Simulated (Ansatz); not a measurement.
Gas-phase electronic energies from Ansatz, PBE0-D4/def2-TZVP geometries. CCSD(T)/CBS adds triple-zeta CCSD(T) − MP2 to the extrapolated MP2 energy (def2 sets, frozen cores). This one scheme is used for every species. One conformer a species, not always the lowest.

`BC[O][Al]([F])[SH]` + `CS[SiH2]O` → `BO[SiH2]SC` + `C[O][Al]([F])[SH]`  (ligand exchange at a B–C bond)

`BC[O][Al]([F])[SH]`:

Z-matrix (Å, degrees):
```
C
O 1 1.407
B 1 1.547 2 118.5
H 1 1.105 2 108.6 3 -121.7
H 1 1.104 2 110.7 3 126.0
Al 2 1.674 1 134.6 3 -43.6
H 3 1.196 1 118.5 2 -179.4
H 3 1.198 1 121.7 2 -0.3
F 6 1.645 2 121.4 1 -13.0
S 6 2.160 2 120.2 1 169.1
H 10 1.345 6 91.3 2 -1.8
```

`CS[SiH2]O`:

Z-matrix (Å, degrees):
```
C
S 1 1.818
H 1 1.089 2 111.0
H 1 1.090 2 110.8 3 -122.4
H 1 1.089 2 106.9 3 118.9
Si 2 2.119 1 99.7 3 59.8
O 6 1.646 2 113.6 1 -63.8
H 6 1.485 2 104.1 1 173.6
H 6 1.481 2 110.9 1 52.7
H 7 0.959 6 116.7 2 -56.8
```

`BO[SiH2]SC`:

Z-matrix (Å, degrees):
```
Si
O 1 1.660
S 1 2.108 2 112.1
H 1 1.478 2 107.6 3 117.0
H 1 1.486 2 107.5 3 -121.1
B 2 1.347 1 130.7 3 99.3
C 3 1.818 1 99.4 2 -69.4
H 6 1.205 2 120.0 1 1.7
H 6 1.198 2 118.2 1 -178.1
H 7 1.090 3 111.1 1 69.2
H 7 1.090 3 111.1 1 -53.7
H 7 1.089 3 106.7 1 -172.4
```

`C[O][Al]([F])[SH]`:

Z-matrix (Å, degrees):
```
C
O 1 1.399
H 1 1.094 2 109.9
H 1 1.095 2 112.4 3 120.6
H 1 1.094 2 109.9 3 -118.7
Al 2 1.665 1 139.5 3 -120.9
S 6 2.160 2 118.8 1 -179.8
F 6 1.647 2 121.8 1 0.2
H 7 1.345 6 91.8 2 -180.0
```

| species | MP2/CBS(def2) energy (Eh) |
| --- | --- |
| `BC[O][Al]([F])[SH]` | -880.67415 |
| `CS[SiH2]O` | -803.68862 |
| `BO[SiH2]SC` | -829.09585 |
| `C[O][Al]([F])[SH]` | -855.31855 |

(1) Work out ΔE.

Largest T1 diagnostic among the species: 0.012.

## Answers

(1) ΔE = (-829.09585) + (-855.31855) − (-880.67415) − (-803.68862) = -0.05163 Eh = -135.6 kJ/mol. CCSD(T)/CBS gives -134.3 kJ/mol.

In def2-TZVPP, CCSD(T) changes the Hartree–Fock value by +7.7 kJ/mol (the triples alone add +0.2 kJ/mol) and MP2 by +6.5 kJ/mol.
